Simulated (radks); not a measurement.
Effect of the nuclear size on neutral tungsten, [Xe] 4f14 5d4 6s2. Calculated with a radial shooting solver on a logarithmic mesh with Libxc functionals: Dirac Kohn-Sham, LDA (Slater exchange, Perdew-Wang correlation), spin-unpolarised, spherical densities, finite nucleus; open shells fill j = l - 1/2 first; Fermi nuclear charge, rms radius 5.3658 fm. The rms radius is varied about that value; shifts are against it.

| rms radius (fm) | total energy shift (eV) | density at nucleus (e/bohr^3) | 1s1/2 shift (meV) | 2s1/2 shift (meV) | 5p1/2 shift (meV) | 6s1/2 shift (meV) | 5d3/2 shift (meV) | 6p1/2 (empty) shift (meV) |
|---|---|---|---|---|---|---|---|---|
| 4.8185 | -11.4 | 1.472e+06 | -4610 | -650 | 0.367 | -0.397 | 0.379 | 0.137 |
| 4.899 | -9.76 | 1.464e+06 | -3960 | -557 | 0.315 | -0.341 | 0.325 | 0.118 |
| 5.3658 | 0 | 1.419e+06 | 0.000 | 0.000 | 0.000 | 0.000 | 0.000 | 0.000 |
| 5.7199 | 7.79 | 1.387e+06 | 3160 | 444 | -0.251 | 0.272 | -0.259 | -0.094 |
| 5.9721 | 13.5 | 1.367e+06 | 5480 | 772 | -0.436 | 0.472 | -0.451 | -0.163 |

Slopes of the eigenvalues against <r^2> in GHz/fm^2, as finite differences over the two radii next to the reference (eigenvalue slopes, not the field-shift constants of lines): 1s1/2 197000, 2s1/2 27800, 5p1/2 -15.7, 6s1/2 17.0, 5d3/2 -16.2, 6p1/2 (empty) -5.87.
